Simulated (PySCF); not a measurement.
**Electronic absorption of C5H11NOSi**

Compound: C5H11NOSi.
SMILES: `CC(C)(C)O[SiH2]C#N`

Computed with TDDFT PBE0/def2-SVPD, vertical, gas phase, core orbitals frozen in the response (PySCF 2.14.0, density-fitted response routines). Isolated species at its GFN2-xTB geometry (one conformer only). Torsions of this conformer, `[CH3:1][C:2]([CH3:3])([CH3:4])[O:5][SiH2:6][C:7]#[N:8]`: C1–C2–O5–Si6 81°, C2–O5–Si6–C7 -50°.

Q: List the vertical singlet excitations with oscillator strengths and describe the spectrum.

A: 

| state | E (eV) | λ (nm) | f | main configurations (H = HOMO, L = LUMO) |
| --- | --- | --- | --- | --- |
| S1 | 6.47 | 191.8 | 0.0036 | H→L (95%) |
| S2 | 6.82 | 181.8 | 0.018 | H-1→L (78%), H-2→L (13%) |
| S3 | 7.13 | 174.0 | 0.010 | H-2→L (46%), H-1→L (16%) |
| S4 | 7.25 | 171.1 | 0.0073 | H→L+1 (84%) |
| S5 | 7.40 | 167.4 | 0.0037 | H-1→L+1 (43%), H-3→L (21%), H-2→L (11%) |
| S6 | 7.58 | 163.6 | 0.0043 | H-3→L (32%), H-2→L+1 (27%), H-1→L+1 (18%) |

Triplets (Tamm–Dancoff): T1 5.84 eV, H-3→L (24%), H-2→L+1 (15%), H-1→L (9%); T2 6.19 eV, H→L (63%), H-2→L (12%), H-3→L (9%).

The lowest singlet lies at 6.47 eV (192 nm, vacuum ultraviolet) and is very weak; its leading configuration is HOMO→LUMO (95%). The most intense listed level is S2 at 6.82 eV (182 nm, f = 0.018), 0.35 eV above S1. Löwdin shares by element: HOMO oxygen 41%, carbon 24% or more, silicon 9% (atoms not listed hold the other 27%); LUMO silicon 26%, carbon 25% or more, nitrogen 23%, hydrogen 6% or more (atoms not listed hold the other 20%). Of the 6 states listed, 1 reaches f = 0.01 and none stays under 0.0005. The listed states span 1.11 eV, and the widest gap between neighbours is 0.35 eV (S1 to S2). Orbital energies (eV): HOMO-3 -10.02, HOMO-2 -9.77, HOMO-1 -8.91, HOMO -8.61, LUMO -0.82, LUMO+1 -0.17, LUMO+2 0.45. No computed singlet lies in the visible range (380 to 750 nm); the lowest, at 192 nm, stands 3.20 eV above its violet end (3.26 eV). The window holds the lowest 6 singlets.

The run took about 2.4 min of CPU time (grids of density and orbitals included) (one thread, shared machine).
